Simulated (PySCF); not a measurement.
PySCF job for NbOCl2, SMILES [Cl][Nb](=[O])[Cl] (connectivity only; charge and spin as stated), neutral, multiplicity 2, TDA-PBE/def2-SVPD. Geometry: B3LYP-D3(BJ)/def2-SVP. The multiplicity is an assumed one; other spin states were not compared. The isomer is the one that the SMILES or the coordinates give; other isomers of the formula were not compared. The def2 effective core potentials stand for the cores of Nb; spin–orbit coupling is left out.

```python
import numpy as np
from pyscf import gto, scf, dft, tdscf

mol = gto.M(
    atom='''
    Nb    0.00000000    0.00000000    0.24379905
    O     0.00000000    0.00000000    1.93435736
    Cl    0.00000000    2.09218247   -0.74913588
    Cl    0.00000000   -2.09218247   -0.74913588
    ''',
    basis='def2-SVPD',
    ecp={'Nb': 'def2-svp'},
    charge=0,
    spin=1,
    max_memory=1600,
    verbose=4,
)
mf = dft.UKS(mol, xc='pbe').density_fit(auxbasis='def2-universal-jkfit')
mf.grids.level = 3
mf.conv_tol = 1e-9
mf.max_cycle = 100
mf.kernel()
fine, coarse = mf.grids, dft.Grids(mol).set(level=1).build(with_non0tab=True)
for _ in range(3):  # follow internal instabilities
    mf.grids = coarse
    mo, _, stable, _ = mf.stability(return_status=True, nroots=4)
    mf.grids = fine
    if stable:
        break
    mf.kernel(mf.make_rdm1(mo, mf.mo_occ))
mf.grids = dft.Grids(mol).set(level=1).build(with_non0tab=True)  # coarser grid for the response kernel
td = tdscf.TDA(mf)
td.nstates = 10
td.conv_tol = 1e-4
td.positive_eig_threshold = 1e-6
td.kernel(x0=td.get_init_guess(mf, 15))
td.analyze(verbose=3)
```

It prints:

```
PySCF version 2.14.0

[INPUT] verbose = 4
[INPUT] num. atoms = 4
[INPUT] num. electrons = 55
[INPUT] charge = 0
[INPUT] spin (= nelec alpha-beta = 2S) = 1
[INPUT] symmetry False subgroup None
[INPUT] Mole.unit = angstrom
[INPUT] Symbol           X                Y                Z      unit          X                Y                Z       unit  Magmom
[INPUT]  1 Nb     0.000000000000   0.000000000000   0.243799050000 AA    0.000000000000   0.000000000000   0.460713433929 Bohr   0.0
[INPUT]  2 O      0.000000000000   0.000000000000   1.934357360000 AA    0.000000000000   0.000000000000   3.655405637437 Bohr   0.0
[INPUT]  3 Cl     0.000000000000   2.092182470000  -0.749135880000 AA    0.000000000000   3.953651870916  -1.415661643285 Bohr   0.0
[INPUT]  4 Cl     0.000000000000  -2.092182470000  -0.749135880000 AA    0.000000000000  -3.953651870916  -1.415661643285 Bohr   0.0

nuclear repulsion = 212.401256099207
number of shells = 43
number of NR pGTOs = 183
number of NR cGTOs = 111
basis = def2-SVPD
ecp = {'Nb': 'def2-svp'}


[settings echo left out]
init E= -1045.11291832313
  alpha nocc = 28  HOMO = -0.543925638468073  LUMO = -0.524269516868068
  beta  nocc = 27  HOMO = -0.556459380543145  LUMO = -0.543925638468072

WARN: HOMO -0.543925638468073 >= LUMO -0.543925638468072

cycle= 1 E= -1044.17228807312  delta_E= 0.941  |g|=  3.6  |ddm|= 4.68
  alpha nocc = 28  HOMO = -0.0653465142972507  LUMO = -0.0451646125816353

WARN: beta  nocc = 27  HOMO -0.0542551549035657 >= LUMO -0.0542227714009381


WARN: HOMO -0.0542551549035657 >= LUMO -0.0542227714009381

cycle= 2 E= -983.68407071612  delta_E= 60.5  |g|=  5.8  |ddm|= 12.6
  alpha nocc = 28  HOMO = -0.371272793513275  LUMO = -0.361094817285562
  beta  nocc = 27  HOMO = -0.401945307084556  LUMO = -0.369822049250422
  HOMO = -0.371272793513  LUMO = -0.36982204925  gap/eV = 0.03948
cycle= 3 E= -1048.83526808933  delta_E= -65.2  |g|= 2.45  |ddm|= 12.5
  alpha nocc = 28  HOMO = -0.343522826027869  LUMO = -0.31648534183505
  beta  nocc = 27  HOMO = -0.343737843987984  LUMO = -0.337741797024625
  HOMO = -0.343522826028  LUMO = -0.337741797025  gap/eV = 0.15731
cycle= 4 E= -1043.95167403281  delta_E= 4.88  |g|= 3.38  |ddm|= 3.57
  alpha nocc = 28  HOMO = -0.202553645775791  LUMO = -0.156873889912299
  beta  nocc = 27  HOMO = -0.242639051990938  LUMO = -0.191740485831893
  HOMO = -0.202553645776  LUMO = -0.191740485832  gap/eV = 0.29424
cycle= 5 E= -1050.72540632089  delta_E= -6.77  |g|= 1.55  |ddm|= 3.53
  alpha nocc = 28  HOMO = -0.267392163257571  LUMO = -0.218576796653721
  beta  nocc = 27  HOMO = -0.385574075604945  LUMO = -0.228796056274667
  HOMO = -0.267392163258  LUMO = -0.228796056275  gap/eV = 1.05025
cycle= 6 E= -1051.7198527495  delta_E= -0.994  |g|= 0.795  |ddm|= 1.42
  alpha nocc = 28  HOMO = -0.18864101564003  LUMO = -0.122621598431834
  beta  nocc = 27  HOMO = -0.26691984237951  LUMO = -0.127849870361276
  HOMO = -0.18864101564  LUMO = -0.127849870361  gap/eV = 1.65421
cycle= 7 E= -1051.91714877171  delta_E= -0.197  |g|= 0.45  |ddm|= 0.953
  alpha nocc = 28  HOMO = -0.223875685070489  LUMO = -0.167976022149922
  beta  nocc = 27  HOMO = -0.314066419651355  LUMO = -0.168733312458935
  HOMO = -0.22387568507  LUMO = -0.168733312459  gap/eV = 1.50050
cycle= 8 E= -1051.98535692559  delta_E= -0.0682  |g|= 0.266  |ddm|= 0.458
  alpha nocc = 28  HOMO = -0.21357110778451  LUMO = -0.156654246910971
  beta  nocc = 27  HOMO = -0.308511168332803  LUMO = -0.159694333075925
  HOMO = -0.213571107785  LUMO = -0.159694333076  gap/eV = 1.46606
cycle= 9 E= -1052.01340902571  delta_E= -0.0281  |g|= 0.0801  |ddm|= 0.201
  alpha nocc = 28  HOMO = -0.210498982384777  LUMO = -0.15302243155976
  beta  nocc = 27  HOMO = -0.306753541664074  LUMO = -0.155856303483472
  HOMO = -0.210498982385  LUMO = -0.155856303483  gap/eV = 1.48690
cycle= 10 E= -1052.01555802417  delta_E= -0.00215  |g|= 0.0376  |ddm|= 0.107
  alpha nocc = 28  HOMO = -0.217167636917992  LUMO = -0.159733636588192
  beta  nocc = 27  HOMO = -0.307623320103928  LUMO = -0.162747403026395
  HOMO = -0.217167636918  LUMO = -0.162747403026  gap/eV = 1.48085
cycle= 11 E= -1052.01621839887  delta_E= -0.00066  |g|= 0.0192  |ddm|= 0.0692
  alpha nocc = 28  HOMO = -0.216432833996016  LUMO = -0.158629499853672
  beta  nocc = 27  HOMO = -0.308141636073119  LUMO = -0.162065635313583
  HOMO = -0.216432833996  LUMO = -0.162065635314  gap/eV = 1.47941
cycle= 12 E= -1052.01641950722  delta_E= -0.000201  |g|= 0.00526  |ddm|= 0.0212
  alpha nocc = 28  HOMO = -0.216488300036566  LUMO = -0.15861786556233
  beta  nocc = 27  HOMO = -0.307884973513752  LUMO = -0.162002543418483
  HOMO = -0.216488300037  LUMO = -0.162002543418  gap/eV = 1.48263
cycle= 13 E= -1052.01643063685  delta_E= -1.11e-05  |g|= 0.000697  |ddm|= 0.00438
  alpha nocc = 28  HOMO = -0.216456321176523  LUMO = -0.158578814859595
  beta  nocc = 27  HOMO = -0.307900185922849  LUMO = -0.161992677083278
  HOMO = -0.216456321177  LUMO = -0.161992677083  gap/eV = 1.48203
cycle= 14 E= -1052.01643095933  delta_E= -3.22e-07  |g|= 0.000128  |ddm|= 0.00092
  alpha nocc = 28  HOMO = -0.21644365519024  LUMO = -0.158566864179094
  beta  nocc = 27  HOMO = -0.307895839617742  LUMO = -0.161982094400909
  HOMO = -0.21644365519  LUMO = -0.161982094401  gap/eV = 1.48197
cycle= 15 E= -1052.01643096669  delta_E= -7.36e-09  |g|= 3.21e-05  |ddm|= 0.000139
  alpha nocc = 28  HOMO = -0.216447557536128  LUMO = -0.158571312410131
  beta  nocc = 27  HOMO = -0.307896127620142  LUMO = -0.161986147143952
  HOMO = -0.216447557536  LUMO = -0.161986147144  gap/eV = 1.48197
cycle= 16 E= -1052.01643096737  delta_E= -6.78e-10  |g|= 7.58e-06  |ddm|= 5.05e-05
  alpha nocc = 28  HOMO = -0.216448615836335  LUMO = -0.158572882995758
  beta  nocc = 27  HOMO = -0.30789630614239  LUMO = -0.161987970577931
  HOMO = -0.216448615836  LUMO = -0.161987970578  gap/eV = 1.48195
Extra cycle  E= -1052.01643096719  delta_E= 1.84e-10  |g|= 2.35e-05  |ddm|= 2.58e-05
converged SCF energy = -1052.01643096719  <S^2> = 0.75538118  2S+1 = 2.005374
tot grids = 25984
uhf_internal: lowest eigs of H = [0.36740268 0.42622411 0.44318511 0.45119327]
<class 'pyscf.df.df_jk.DFUKS'> wavefunction is stable in the internal stability analysis
tot grids = 25984
Overwritten attributes  positive_eig_threshold  of <class 'pyscf.tdscf.uks.TDA'>


******** <class 'pyscf.tdscf.uks.TDA'> for <class 'pyscf.df.df_jk.DFUKS'> ********
nstates = 10
deg_eia_thresh = 1.000e-03
wfnsym = None
conv_tol = 0.0001
eigh lindep = 1e-12
eigh level_shift = 0
eigh max_cycle = 100


Excitation energies (eV)
[0.89330622 2.28523822 3.55695227 3.60804377 3.68786951 3.82361596
 3.92425572 3.97063186 4.05956981 4.06106469]

** Excitation energies and oscillator strengths **
Excited State   1:      0.89331 eV   1387.92 nm  f=0.0000
Excited State   2:      2.28524 eV    542.54 nm  f=0.0053
Excited State   3:      3.55695 eV    348.57 nm  f=0.0000
Excited State   4:      3.60804 eV    343.63 nm  f=0.0009
Excited State   5:      3.68787 eV    336.19 nm  f=0.0000
Excited State   6:      3.82362 eV    324.26 nm  f=0.0110
Excited State   7:      3.92426 eV    315.94 nm  f=0.0056
Excited State   8:      3.97063 eV    312.25 nm  f=0.0000
Excited State   9:      4.05957 eV    305.41 nm  f=0.0011
Excited State  10:      4.06106 eV    305.30 nm  f=0.0009
```

The run converged.
